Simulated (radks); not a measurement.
Q: The europium ion Eu51+, configuration [Ne] 3s2. Method: Dirac Kohn-Sham, PBE, spin-unpolarised, spherical densities, finite nucleus; Fermi nuclear charge, rms radius 5.1115 fm; computed with a radial shooting solver on a logarithmic mesh with Libxc functionals. Some entries of the table are withheld. Estimate them.

orbital,occ.,eigenvalue (eV),r(max) (bohr),<r^2> (bohr^2)
1s1/2,2,-52106.50,0.01420,0.0006783
2s1/2,2,-11504.49,0.08007,0.01026
2p1/2,2,(1),0.06049,0.007425
2p3/2,4,(2),0.06608,0.008570
3s1/2,2,-4698.081,0.2137,(3)

A: 
(1) 2p1/2 eigenvalue (eV): -11153.27
(2) 2p3/2 eigenvalue (eV): -10482.21
(3) 3s1/2 <r^2> (bohr^2): 0.05718
